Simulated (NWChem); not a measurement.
Everything below was run with NWChem. System: H₇NSi₂, charge 0, spin multiplicity 1, displaced from the optimised geometry. Level: BP86/def2-SVP.

Input file:

```
start mol
memory heap 200 mb stack 900 mb global 1100 mb
geometry units angstroms nocenter noautoz
  Si    -0.115891    -0.073053    -1.616143
  N      0.539333     0.329572     0.000000
  Si    -0.115891    -0.073053     1.616143
  H      1.026861    -0.454423    -2.570383
  H     -1.070356    -1.258569    -1.439258
  H     -0.891763     1.080538    -2.279432
  H      1.340143     1.003392     0.000000
  H     -0.891763     1.080538     2.279432
  H      1.026861    -0.454423     2.570383
  H     -1.070356    -1.258569     1.439258
  symmetry group Cs
end
basis spherical
  * library def2-svp
end
dft
  xc becke88 perdew86
  semidirect memsize 60000000 filesize 0
  iterations 100
  grid xfine
end
task dft gradient
```

NWChem printed:

```
             Northwest Computational Chemistry Package (NWChem) 7.3.0
             --------------------------------------------------------

                                NWChem Input Module
                                -------------------

 Scaling coordinates for geometry "geometry" by  1.889725989
 (inverse scale =  0.529177249)

 Turning off AUTOSYM since
 SYMMETRY directive was detected!

                             Geometry "geometry" -> ""
                             -------------------------

 Output coordinates in angstroms (scale by  1.889725989 to convert to a.u.)

  No.       Tag          Charge          X              Y              Z
 ---- ---------------- ---------- -------------- -------------- --------------
    1 Si                  14.0000    -0.11589100    -0.07305300    -1.61614300
    2 N                    7.0000     0.53933300     0.32957200     0.00000000
    3 Si                  14.0000    -0.11589100    -0.07305300     1.61614300
    4 H                    1.0000     1.02686100    -0.45442300    -2.57038300
    5 H                    1.0000    -1.07035600    -1.25856900    -1.43925800
    6 H                    1.0000    -0.89176300     1.08053800    -2.27943200
    7 H                    1.0000     1.34014300     1.00339200     0.00000000
    8 H                    1.0000    -0.89176300     1.08053800     2.27943200
    9 H                    1.0000     1.02686100    -0.45442300     2.57038300
   10 H                    1.0000    -1.07035600    -1.25856900     1.43925800

 Effective nuclear repulsion energy (a.u.)     151.3885288267

            Nuclear Dipole moment (a.u.)
            ----------------------------
        X                 Y               Z
 ---------------- ---------------- ----------------
     0.0000188973     0.0000075589     0.0000000000

      Symmetry information
      --------------------

 Group name             Cs
 Group number              2
 Group order               2
 No. of unique centers     6

      Symmetry unique atoms

     1    2    4    5    6    7


 Summary of "ao basis" -> "" (spherical)
 ------------------------------------------------------------------------------
       Tag                 Description            Shells   Functions and Types
 ---------------- ------------------------------  ------  ---------------------
 *                          def2-svp                  on all atoms

  perdew86 is a nonlocal functional; adding perdew81 local functional.

                                 NWChem DFT Module
                                 -----------------

 Summary of "ao basis" -> "ao basis" (spherical)
 ------------------------------------------------------------------------------
       Tag                 Description            Shells   Functions and Types
 ---------------- ------------------------------  ------  ---------------------
 Si                         def2-svp                 8       18   4s3p1d
 N                          def2-svp                 6       14   3s2p1d
 H                          def2-svp                 3        5   2s1p

 Summary of "ao basis" -> "ao basis" (spherical)
 ------------------------------------------------------------------------------
       Tag                 Description            Shells   Functions and Types
 ---------------- ------------------------------  ------  ---------------------
 Si                         def2-svp                 8       18   4s3p1d
 N                          def2-svp                 6       14   3s2p1d
[...]
    11     -0.714770   1 Si px               43     -0.714770   3 Si px
    13      0.430634   1 Si pz               45     -0.430634   3 Si pz
    57     -0.415506   5 H  s                82     -0.415506  10 H  s
    67      0.395760   7 H  s                 3     -0.338619   1 Si s

 Vector   24  Occ=0.000000D+00  E= 3.000687D-02  Symmetry=a"
              MO Center= -6.3D-02, -8.6D-02, -5.5D-13, r^2= 6.4D+00
   Bfn.  Coefficient  Atom+Function         Bfn.  Coefficient  Atom+Function
  ----- ------------  ---------------      ----- ------------  ---------------
    12      0.911628   1 Si py               44     -0.911628   3 Si py
    57      0.891411   5 H  s                82     -0.891411  10 H  s
    11      0.398673   1 Si px               43     -0.398673   3 Si px
    62     -0.384491   6 H  s                72      0.384491   8 H  s
     3     -0.214089   1 Si s                35      0.214089   3 Si s

 center of mass
 --------------
 x =   0.01308487 y =   0.00647464 z =  -0.00000000

 moments of inertia (a.u.)
 ------------------
         653.176565225849         -14.815057802305           0.000000000000
         -14.815057802305         667.006787595230           0.000000000000
           0.000000000000           0.000000000000          76.650763909619

     Multipole analysis of the density
     ---------------------------------

     L   x y z        total         alpha         beta         nuclear
     -   - - -        -----         -----         ----         -------
     0   0 0 0     -0.000000    -21.000000    -21.000000     42.000000

     1   1 0 0      0.264767      0.132374      0.132374      0.000019
     1   0 1 0      0.215805      0.107899      0.107899      0.000008
     1   0 0 1      0.000000      0.000000      0.000000      0.000000

     2   2 0 0    -27.004093    -31.712506    -31.712506     36.420919
     2   1 1 0      1.611309     -3.943491     -3.943491      9.498292
     2   1 0 1      0.000000      0.000000      0.000000      0.000000
     2   0 2 0    -27.480995    -27.725973    -27.725973     27.970951
     2   0 1 1      0.000000      0.000000      0.000000      0.000000
     2   0 0 2    -28.390173   -194.323132   -194.323132    360.256091

            General Information
            -------------------
          SCF calculation type: DFT
          Wavefunction type:  closed shell.
          No. of atoms     :    10
          No. of electrons :    42
           Alpha electrons :    21
            Beta electrons :    21
          Charge           :     0
          Spin multiplicity:     1
          Use of symmetry is: on ; symmetry adaption is: on
          Maximum number of iterations: 100
          AO basis - number of functions:    85
                     number of shells:    43
          Convergence on energy requested:  1.00D-06
          Convergence on density requested:  1.00D-05
          Convergence on gradient requested:  5.00D-04

              XC Information
              --------------
                    Becke 1988 Exchange Functional  1.000
                Perdew 1981 Correlation Functional  1.000 local
                Perdew 1986 Correlation Functional  1.000 non-local

             Grid Information
             ----------------
          Grid used for XC integration:  xfine
          Radial quadrature: Mura-Knowles
          Angular quadrature: Lebedev.
          Tag              B.-S. Rad. Rad. Pts. Rad. Cut. Ang. Pts.
          ---              ---------- --------- --------- ---------
          Si                  1.10      125          12.0      1454
          N                   0.65      100           9.0      1454
          H                   0.35      100          13.0      1202
          Grid pruning is: on
          Number of quadrature shells:   625
          Spatial weights used:  Erf1

          Convergence Information
          -----------------------
          Convergence aids based upon iterative change in
          total energy or number of iterations.
          Levelshifting, if invoked, occurs when the
          HOMO/LUMO gap drops below (HL_TOL):  1.00D-02
          DIIS, if invoked, will attempt to extrapolate
          using up to (NFOCK): 10 stored Fock matrices.

                    Damping( 0%)  Levelshifting(0.5)       DIIS
                  --------------- ------------------- ---------------
          dE  on:    start            ASAP                start
          dE off:    2 iters        100 iters           100 iters

      Screening Tolerance Information
      -------------------------------
          Density screening/tol_rho:  1.00D-10
          AO Gaussian exp screening on grid/accAOfunc:  14
          CD Gaussian exp screening on grid/accCDfunc:  20
          XC Gaussian exp screening on grid/accXCfunc:  20
          Schwarz screening/accCoul:  1.00D-08

                            NWChem DFT Gradient Module
                            --------------------------

  charge          =   0.00
  wavefunction    = closed shell

  Using symmetry

                         DFT ENERGY GRADIENTS

    atom               coordinates                        gradient
                 x          y          z           x          y          z
   1 Si     -0.219002  -0.138050  -3.054067   -0.001654  -0.000782  -0.005273
   2 N       1.019192   0.622801   0.000000   -0.000047  -0.001800   0.000000
   3 Si     -0.219002  -0.138050   3.054067   -0.001654  -0.000782   0.005273
   4 H       1.940486  -0.858735  -4.857320    0.007042  -0.002451  -0.006243
   5 H      -2.022680  -2.378351  -2.719803   -0.006217  -0.007645   0.000917
   6 H      -1.685188   2.041921  -4.307502   -0.004881   0.007097  -0.004252
   7 H       2.532503   1.896136   0.000000    0.011468   0.009363   0.000000
   8 H      -1.685188   2.041921   4.307502   -0.004881   0.007097   0.004252
   9 H       1.940486  -0.858735   4.857320    0.007042  -0.002451   0.006243
  10 H      -2.022680  -2.378351   2.719803   -0.006217  -0.007645  -0.000917

                 ----------------------------------------
                 |  Time  |  1-e(secs)   |  2-e(secs)   |
                 ----------------------------------------
                 |  CPU   |       0.01   |       1.33   |
                 ----------------------------------------
                 |  WALL  |       0.01   |       1.33   |
                 ----------------------------------------

 Task  times  cpu:       15.4s     wall:       15.4s

 Total times  cpu:       15.5s     wall:       15.5s
```
